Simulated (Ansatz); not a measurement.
```csv
atom,x (Å),y (Å),z (Å)
H,0.0000,0.0000,-1.3391
Be,0.0000,0.0000,0.0000
H,0.0000,0.0000,1.3391
```

Basis set: 6-31G* (spherical functions). All electrons are correlated. Charge 0, multiplicity 1.

Computed with Ansatz (development build ahead of 0.2.0); each method stands on the lowest determinant of its kind that the runs found. Restricted open shells among the atoms or ions are ROHF, correlated in semicanonical orbitals with singles.

Give the atomization energy at this shape (free ground-state atoms in the same class of orbitals less the molecule, no zero-point energy) of singlet BeH2 by RHF-MP2, RHF.

| method | atomization energy |
| --- | --- |
| RHF-MP2 | 560.9 kJ/mol |
| RHF | 531.5 kJ/mol |
